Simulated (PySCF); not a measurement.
Two species compared at the same levels of theory.

First species: C6H6FN.
Numbering: `[CH2:1]=[CH:2]/[C:3]([CH3:4])=[C:5](/[F:6])[C:7]#[N:8]` (hydrogens: H9, H10 on C1; H11 on C2; H12, H13, H14 on C4)

Second species: C₆H₉F₃.
Z-matrix (Å and degrees, GFN2-xTB geometry), rows numbered from 1:
```
C 
C   1  1.3226
C   2  1.4976  1  122.69
C   2  1.5067  1  121.44  3  -179.74
C   4  1.5341  2  111.60  1  -106.44
C   5  1.5132  4  110.65  2   177.72
F   6  1.3442  5  112.10  4   179.50
F   6  1.3415  5  112.74  4   -60.52
F   6  1.3425  5  112.47  4    59.79
H   1  1.0768  2  121.96  3   179.66
H   1  1.0765  2  121.84  3    -0.10
H   3  1.0890  2  110.25  1  -124.27
H   3  1.0891  2  110.72  1   116.63
H   3  1.0861  2  110.91  1    -3.71
H   4  1.0927  2  109.69  1   132.91
H   4  1.0913  2  109.64  1    14.10
H   5  1.0908  4  111.30  2   -63.12
H   5  1.0914  4  110.69  2    58.24
```

Levels: PBE0/def2-SVPD for dipole moment, HOMO energy, LUMO energy, HOMO–LUMO gap, static isotropic polarisability and electronic spatial extent ⟨r²⟩ about the centre of nuclear charge; TDDFT PBE0/def2-SVPD for lowest singlet excitation; TDA PBE0/def2-SVPD for lowest triplet excitation (Tamm–Dancoff); GFN2-xTB for rotational constant A and rotational constant C. Geometries: GFN2-xTB. Each species is one conformer at its optimised geometry, gas phase, non-relativistic unless stated; the electronic structure was computed with PySCF and density fitting.

Dipoles, sizes and rotational constants follow the conformer. The torsions of the flexible species, by atom-mapped SMILES:
- `[CH2:1]=[CH:2]/[C:3]([CH3:4])=[C:5](/[F:6])[C:7]#[N:8]`: C1–C2–C3–C4 0°
- `[CH2:1]=[C:2]([CH3:3])[CH2:4][CH2:5][C:6]([F:7])([F:8])[F:9]`: C1–C2–C4–C5 -106°, C2–C4–C5–C6 178°, C4–C5–C6–F7 179°

(1) Which of the two has the higher dipole moment, and by how much?

(2) Which has the higher S1 energy?

(3) Which has the higher rotational constant A?

(4) Which has the higher static isotropic polarisability?

(5) Which of the two has the higher HOMO energy, and by how much?

(6) Which of the two has the higher rotational constant C, and by how much?

(7) Which has the higher LUMO energy?

(8) Which has the higher HOMO–LUMO gap?

## Answers

(1) The first: 4.36 D against 2.48 D, a difference of 1.88 D.

(2) The second: 6.92 eV against 5.04 eV, a difference of 1.88 eV.

(3) The second: 3.276 GHz against 2.928 GHz, a difference of 0.348 GHz.

(4) The first: 83.3 au against 75.5 au, a difference of 7.8 au.

(5) The first: -7.35 eV against -7.52 eV, a difference of 0.17 eV.

(6) The first: 1.062 GHz against 0.725 GHz, a difference of 0.337 GHz.

(7) The second: 0.13 eV against -2.14 eV, a difference of 2.27 eV.

(8) The second: 7.65 eV against 5.21 eV, a difference of 2.44 eV.

On the first: The principal polarisabilities are 49.2, 78.7 and 121.9 au; their mean is the isotropic value.

On the second: The vertical singlet–triplet gap S1 − T1 is 2.52 eV (TDDFT singlet less Tamm–Dancoff triplet; S1: HOMO→LUMO+1, weight 0.94; T1: HOMO→LUMO, weight 0.94). The principal polarisabilities are 62.7, 75.0 and 88.8 au; their mean is the isotropic value.
